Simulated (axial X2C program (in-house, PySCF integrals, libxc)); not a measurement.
Ω levels of LuS from open-shell CI on d0 s1 p(π)0

Calculated with an in-house all-electron X2C program for linear molecules (integrals from PySCF): two-component X2C with atomic mean-field Coulomb and Gaunt terms, basis Lu dyall-v3z, S dyall-av3z (cores contracted in-house). Orbitals come from Hartree–Fock averaged over the configuration Lu d0 s1 p(π)0; CI then distributes these electrons over the d, s, p(π) shells of Lu.

R = 2.289 Å (near the minimum of the configuration average).

Active spinors (ω > 0):

```json
{"shell": "d", "ω": "1/2", "ε (eV)": "0.90", "character": "48% Lu p, 47% Lu d"}
{"shell": "d", "ω": "3/2", "ε (eV)": "1.01", "character": "49% Lu p, 46% Lu d"}
{"shell": "d", "ω": "1/2", "ε (eV)": "1.22", "character": "53% Lu d, 38% Lu p, 5% S p"}
{"shell": "d", "ω": "3/2", "ε (eV)": "2.02", "character": "94% Lu d"}
{"shell": "d", "ω": "5/2", "ε (eV)": "2.10", "character": "95% Lu d"}
{"shell": "s", "ω": "1/2", "ε (eV)": "-3.75", "character": "56% Lu s, 22% Lu p, 8% Lu d"}
{"shell": "p(π)", "ω": "1/2", "ε (eV)": "2.98", "character": "63% Lu p, 19% Lu f, 8% S p"}
{"shell": "p(π)", "ω": "3/2", "ε (eV)": "3.08", "character": "57% Lu p, 22% Lu f, 11% S p"}
```

Lowest levels of this model:

```tsv
Ω	energy (cm⁻¹)	g∥	μ (D)	configuration
1/2	0	2.00	-7.83	100% s1
1/2	15641	0.32	-7.05	100% d1
3/2	17473	3.95	-6.95	100% d1
1/2	18449	1.68	-6.56	100% d1
3/2	18682	2.05	-10.37	100% d1
5/2	19532	6.00	-10.45	100% d1
```

g∥ is the magnitude of 2⟨Lz + ge Sz⟩ for the +Ω component. μ is positive if the S end is positive.

From Ω and g∥ of the lowest level, whose 2⟨Lz + ge Sz⟩ is positive, find ⟨Sz⟩ and ⟨Lz⟩ (ge = 2.0023).

Ω = ⟨Lz⟩ + ⟨Sz⟩ = 1/2 and ⟨Lz⟩ + ge⟨Sz⟩ = 1.000, so ⟨Sz⟩ = 0.50 and ⟨Lz⟩ = 0.00.

Occupations of the active spinors in the lowest level by ω, shell by shell in order of energy: -5/2: 0.00; -3/2: 0.00 0.00 0.00; -1/2: 0.00 0.00 0.00 0.00; 1/2: 0.00 0.00 1.00 0.00; 3/2: 0.00 0.00 0.00; 5/2: 0.00. The leading determinant has weight 1.00 among 4.

This point took 2.1 s on 1 thread of Arm Neoverse V2, on a shared host.

Dynamic correlation is missing, so gaps between terms are too wide and other configurations may lie lower; the lowest level listed is that of this model, not necessarily the ground state. For d shells the ligand-field splittings (σ, π, δ) and their order can be off by a thousand cm⁻¹ or more. At most 6 roots were kept for each Ω > 0 (twice that for Ω = 0) within 3.2 eV of the lowest, so higher up levels can be missing between those listed; levels with Ω > 0 are doubly degenerate and listed once, Ω = 0 levels singly. Some active spinors are only partly of the character that their shell is named for, so the shell names and counts are nominal. States that fill the shells left empty in the average are placed too high. Along the bond the averaged SCF switches between close solutions, so this one may not be the lowest.
